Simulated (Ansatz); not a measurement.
Computed with frozen-core CCSD(T)/def2-TZVPP // CAM-B3LYP-D3(BJ)/def2-TZVP (Ansatz, a quantum-chemistry and plane-wave program).

Ansatz 0.2 input:
```yaml
crystal:
  periodic: [false, false, false]
  atoms:
    - { symbol: C, position_ang: [-0.915257, -0.137756, -0.091063] }
    - { symbol: Ge, position_ang: [0.860842, 0.250382, 0.559862] }
    - { symbol: H, position_ang: [-1.626248, 0.678204, -0.227951] }
    - { symbol: H, position_ang: [-1.408528, -1.061289, 0.215219] }
    - { symbol: H, position_ang: [1.689712, -1.024193, 0.067354] }
    - { symbol: H, position_ang: [1.39948, 1.294652, -0.523422] }
basis:
  gaussian: { orbitals: def2-TZVPP }
correlation:
  method: ccsd_t
total_charge: -1
magnetization:
  spin_polarized: true
  initial_magnetization: 1
```

Output:

```
Functional definition: HF
809 factors; integrals over basis functions are off by at most 1.2e-3 eV
mean field evaluation 1: about -57564.3081 eV, gradient 1.2e1 eV
mean field evaluation 2: about -57564.3101 eV, gradient 1.2e1 eV
mean field evaluation 4: about -57565.5556 eV, gradient 2.7e0 eV
mean field evaluation 8: about -57565.7287 eV, gradient 2.2e-1 eV
mean field evaluation 16: about -57564.3077 eV, gradient 1.2e1 eV
mean field evaluation 32: about -57562.4844 eV, gradient 6.4e-1 eV
mean field -57565.73236104 eV, -2115.5016448135 hartree, gradient 2.2e-6 eV, S^2 0.786926; 1 other end points of the search recorded, 0 dependent functions left out
determinant -57565.73236104 eV, -2115.5016448135 hartree, with singles and doubles -57578.22781881 eV, -2115.9608444166 hartree
determinant -57562.52687627 eV, -2115.3838454207 hartree, with singles and doubles -57575.48424403 eV, -2115.8600199030 hartree
10 core orbitals not correlated
reference -57565.73236104 eV, -2115.5016448135 hartree; 12, 11 occupied and 113, 114 virtual orbitals, 809 factors
second order -11.58304193 eV of doubles, -0.00000000 eV of singles
cycle   1  -12.34662614 eV  change   -7.2e-1 eV  update   2.3e-2
cycle   2  -12.37001579 eV  change   -2.3e-2 eV  update   7.1e-3
cycle   3  -12.37216371 eV  change   -2.1e-3 eV  update   4.3e-3
cycle   4  -12.37667709 eV  change   -4.5e-3 eV  update   2.6e-3
cycle   5  -12.37830791 eV  change   -1.6e-3 eV  update   1.5e-3
cycle   6  -12.37897507 eV  change   -6.7e-4 eV  update   4.6e-4
cycle   7  -12.37921258 eV  change   -2.4e-4 eV  update   2.2e-4
cycle   8  -12.37910824 eV  change    1.0e-4 eV  update   9.1e-5
cycle   9  -12.37908045 eV  change    2.8e-5 eV  update   3.7e-5
cycle  10  -12.37907717 eV  change    3.3e-6 eV  update   1.6e-5
perturbative correction -0.48566790 eV, -0.0178479663 hartree
Total energy: -57578.59710611 eV, -2115.9744154748 hartree
```

Cost: around 60 core-seconds (rough).
